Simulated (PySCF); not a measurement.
Work out the structure from these simulated measurements.

Formula: BH5O2Si.

| Property | Result |
| --- | --- |
| Polarisability | 54.1 au [PBE0/def2-SVPD] |
| XPS | Si2p3/2 106.2, B1s 197.3, O1s 539.5 (×2), Si1s 1846.0 eV [ΔSCF SCAN, pcX-2 on the ionised atom, pcseg-1 elsewhere, spin-free X2C, 2p3/2 from a spin–orbit splitting computed afterwards within the 2p shell] |
| Rotational structure | rotational constants A, B, C: 9.226, 3.747, 2.749 GHz [PBE0-D3(BJ)/def2-SVP] |
| NMR, other nuclei | isotropic shieldings of nuclei other than C and H, by class: 80 (1 B), 214 (2 O), 481 (1 Si) ppm [GIAO HF/pcSseg-2] |
| 1H NMR | chemical shifts (computed TMS as zero) by class: 3.29 (3 H), 3.24 (2 H) ppm [GIAO HF/pcSseg-2] |
| Valence photoelectron | vertical ionisation energy: 10.65 eV [ΔSCF PBE0/def2-SVPD] |
| Dipole | 3.30 D [PBE0/def2-SVPD] |
| UV, strongest line | among the 10 lowest singlet transitions: S2 at 7.04 eV (176 nm, f = 0.186) [TDDFT PBE0/def2-SVPD] |
| UV, first state | lowest singlet excitation: 6.99 eV (177 nm, f = 0.027) [TDDFT PBE0/def2-SVPD] |

Electronic properties: PySCF, gas phase, density fitting. Levels stand in brackets. Geometry: PBE0-D3(BJ)/def2-SVP, one conformer, isolated molecule. Each NMR value is the plain mean over a class of atoms that symmetry, rotation or inversion makes alike.

**Question.** Propose a structure and show how it fits.

**Answer.** Numbering: `[OH:1][B:2]([OH:3])[SiH3:4]`. Hydrogen classes from least to most shielded: 3 H on an SiH3 silicon, Si4 (3.29 ppm), 2 H on 2 boron-bound oxygens, O1/O3 (3.24 ppm). The other shieldings belong to: 80 ppm, three-coordinate boron [B2]; 214 ppm, boron-bound oxygen [O1/O3]; 481 ppm, SiH3 silicon [Si4]. The core levels belong to: Si2p3/2 106.2 eV, SiH3 silicon [Si4]; B1s 197.3 eV, three-coordinate boron [B2]; O1s 539.5 eV, boron-bound oxygen [O1/O3]; Si1s 1846.0 eV, SiH3 silicon [Si4]. One atom of each topological class was ionised and stands for its class. The first electron is taken from the HOMO, whose largest Löwdin shares are 0.36 on the SiH3 silicon, 0.28 on the three-coordinate boron, 0.09 on a boron-bound oxygen and 0.08 on a boron-bound oxygen. The optimised geometry has point group Cs and is an asymmetric top. Structure: `B(O)(O)[SiH3]`. The assignments are read from this structure; whether some other isomer fits the data as well wasn't checked.

Shape of the structure used: `[OH:1][B:2]([OH:3])[SiH3:4]`: H–O1–B2–O3 0°, H–O3–B2–O1 0°.
